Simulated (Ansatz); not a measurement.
A nudged elastic band was laid between two geometries of BrH + Cl2FH2O2Ta (10 atoms, charge 0, multiplicity 1).

Computed with RKS PBE/def2-SVP (Ansatz 0.2.0).

- movable images: 7
- climbing image: yes
- spring: 5.0 eV/Å²
- optimiser: quadratic models (default)
- start path: through a guess of the saddle point
- force threshold: 0.03 eV/Å
- iteration limit: 60
- end points: relaxed

Initial state:

```xyz
10
Properties=species:S:1:pos:R:3
Ta -0.160 -0.396 0.071
Cl 2.124 0.347 0.376
Cl 0.167 -2.103 1.619
O 0.226 -0.634 -1.773
H -0.362 -0.903 -2.503
O -0.793 1.265 0.644
H -0.430 2.152 0.907
F -1.927 -1.018 -0.257
Br 1.210 3.679 1.366
H 1.905 2.439 1.003
```

Final state:

```xyz
10
Properties=species:S:1:pos:R:3
Ta -0.631 -0.173 0.484
Cl 2.835 1.506 -1.533
Cl -0.400 -1.701 2.213
O 0.518 -0.382 -0.964
H 1.276 0.110 -1.389
O -1.748 1.350 0.664
H -1.489 2.251 0.934
F -2.060 -1.125 -0.299
Br 1.205 1.369 1.598
H 2.454 1.623 -0.256
```

**Question.** Which bonds break or form, and what moves?

**Answer.** Bonds broken: Ta1–Cl2, Br9–H10. Bonds formed: Ta1–Br9, Cl2–H10. BrH + Cl2FH2O2Ta becomes BrClFH2O2Ta + ClH.

**Question.** What energy profile does the band end with?

**Answer.** It did not converge within its limit. The highest image is number 4 of 0 to 8, 0.32 eV above the first end and 0.32 eV above the last; the last end lies 0.00 eV above the first. The band didn't meet its force threshold, so its energies are provisional: the largest band force was still 0.05 eV/Å, and over the last iterations the top stayed at 0.32 eV. Neighbouring images lie up to 1.7 Å apart, so the band is torn or far too coarse. The orbitals stay closed-shell, which can raise the energy where a bond breaks towards radicals; this wasn't checked here.

```tsv
image	path coordinate (Å)	energy (eV)	Ta1–Cl2 (Å)	Br9–H10 (Å)	Ta1–Br9 (Å)
0	0.00	0.00	2.42	1.47	4.49
1	1.66	0.08	2.43	1.46	4.36
2	3.31	0.18	2.37	1.45	4.37
3	4.97	0.22	2.38	1.45	4.09
4	6.62	0.32	2.61	1.67	2.86
5	8.14	0.22	3.43	2.41	2.59
6	9.65	0.16	3.97	2.36	2.61
7	11.16	0.04	4.30	2.26	2.63
8	12.67	0.00	4.35	2.25	2.64
```

Time of the run: 20 min on 4 threads of Arm Neoverse V2, on a shared host, peak memory 0.28 GiB.
